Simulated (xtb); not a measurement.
A geometry relaxed with GFN2-xTB in xtb, charge 0, multiplicity 1:

```xyz
12

H      1.3007    -0.8841     1.3320
H     -1.6857     1.8383    -0.2369
C     -1.0177    -0.4589    -0.1034
C      0.3899    -0.1010    -0.4114
N      3.8168     0.3310    -0.1684
B     -1.9908     0.7638     0.1024
H     -1.0573    -1.1545     0.7382
C      2.7390     0.0247     0.0800
C      1.4234    -0.3600     0.3922
H     -1.4380    -0.9991    -0.9619
H     -3.0400     0.5696     0.5765
H      0.5596     0.4302    -1.3393
```

Question: Write the SMILES of this molecule.

Answer: `BC/C=C/C#N`
